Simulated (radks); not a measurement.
The numbers below are computed, except where a source is named.
Question: The terbium ion Tb13+ is in [Kr] 4d10 4f4 5s2. Level of theory: scalar-relativistic Kohn-Sham, LDA (Slater exchange, Perdew-Wang correlation), spin-polarised, spherical densities, finite nucleus; Fermi nuclear charge, rms radius of each element as measured or else 0.836 A^(1/3) + 0.57 fm (a radial shooting solver on a logarithmic mesh with Libxc functionals). Open shells are filled with parallel spins first. One electron is removed from 5s, 4d, 4p, 4f in turn, with full relaxation. Which removal costs least, and what does each cost?

Answer: 5s 269.54 eV; 4f 271.04 eV; 4d 418.05 eV; 4p 554.31 eV. The 5s electron leaves first.
